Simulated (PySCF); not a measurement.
TiI4, SMILES [I][Ti]([I])([I])[I], multiplicity 1.

The structure is a stationary point at PBE0-D3(BJ)/def2-SVP. The multiplicity is an assumed one; other spin states were not compared. The isomer is the one that the SMILES or the coordinates give; other isomers of the formula were not compared. The def2 effective core potentials stand for the cores of I; spin–orbit coupling is left out.

Computed with TDDFT-PBE0/def2-SVPD (PySCF).

Vertical excitations; the highest root listed may be one member of a degenerate set.  State labels are in the subgroup D2.

Computed lowest excited states:
| state | symmetry | energy (eV) | λ (nm) | f | main pairs |
|---|---|---|---|---|---|
| S1 | B3 | 2.75 | 450 | 0.000 | HOMO−1→LUMO, HOMO−1→LUMO+1 (degenerate set) |
| S2 | B2 | 2.75 | 450 | 0.000 | HOMO−2→LUMO, HOMO−2→LUMO+1 (degenerate set) |
| S3 | B1 | 2.75 | 450 | 0.000 | HOMO→LUMO+1 (degenerate set) |
| S4 | B1 | 2.92 | 425 | 0.016 | HOMO→LUMO (degenerate set) |
| S5 | B3 | 2.92 | 425 | 0.016 | HOMO−1→LUMO+1, HOMO−1→LUMO (degenerate set) |
| S6 | B2 | 2.92 | 425 | 0.016 | HOMO−2→LUMO+1, HOMO−2→LUMO (degenerate set) |
| S7 | A | 3.19 | 389 | 0.000 | HOMO−2→LUMO+2 32 %, HOMO−1→LUMO+3 32 %, HOMO→LUMO+4 32 % |
| S8 | B1 | 3.23 | 383 | 0.000 | HOMO−2→LUMO+3, HOMO−1→LUMO+2 (degenerate set) |
| S9 | B3 | 3.23 | 383 | 0.000 | HOMO→LUMO+2, HOMO−2→LUMO+4 (degenerate set) |
| S10 | B2 | 3.23 | 383 | 0.000 | HOMO→LUMO+3, HOMO−1→LUMO+4 (degenerate set) |
| T1 | B1 | 2.59 | 479 | 0 | HOMO→LUMO (degenerate set) |
| T2 | B2 | 2.59 | 479 | 0 | HOMO−2→LUMO+1, HOMO−2→LUMO (degenerate set) |
| T3 | B3 | 2.59 | 479 | 0 | HOMO−1→LUMO+1, HOMO−1→LUMO (degenerate set) |
| T4 | B2 | 2.67 | 464 | 0 | HOMO−2→LUMO 72 %, HOMO−2→LUMO+1 24 % |
Triplets are in the Tamm–Dancoff approximation, which puts them higher than full response would, so one can lie above its singlet here.
